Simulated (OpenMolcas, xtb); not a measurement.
How methods differ on C2H7NSi (SMILES C=N[SiH2]C)

C2H7NSi: 11 atoms, total charge 0, spin state singlet. SMILES: `C=N[SiH2]C`. Geometry: relaxed at PBE0-D4/def2-TZVP. This is one conformer, not always the lowest.

Each level gives the vertical energy of the triplet above the singlet (eV). The values are calculated.

| level | kind | program | value (eV) | less CCSD(T)/6-31G* | CPU time (all runs) |
| --- | --- | --- | --- | --- | --- |
| GFN2-xTB | semi-empirical | xtb | 3.49 | -0.48 | under 2 s |
| HF/6-31G* (spherical functions) | Hartree–Fock | OpenMolcas | 3.06 | -0.91 | 13 s |
| SVWN5/6-31G* (spherical functions) | LDA | OpenMolcas | 3.71 | -0.26 | 52 s |
| PBE/6-31G* (spherical functions) | GGA | OpenMolcas | 3.65 | -0.32 | 78 s |
| revPBE/6-31G* (spherical functions) | GGA | OpenMolcas | 3.65 | -0.32 | 80 s |
| r2SCAN/6-31G* (spherical functions) | meta-GGA | OpenMolcas | 3.48 | -0.49 | 1.9 min |
| B3LYP/6-31G* (spherical functions) | global hybrid | OpenMolcas | 3.69 | -0.28 | 85 s |
| CCSD(T)/6-31G* (spherical functions), open shells restricted | coupled cluster or CI | OpenMolcas | 3.97 | 0.00 | 64 s |

Differences are taken from CCSD(T)/6-31G* (spherical functions), open shells restricted for orientation; it has basis-set and higher-order errors of its own. The values span 3.06 to 3.97 eV. The xTB rows lack spin polarisation, so open shells miss the exchange term that lowers them. Times are those of the runs behind each value, whatever else they computed, on shared processors of several kinds: orders of magnitude only.
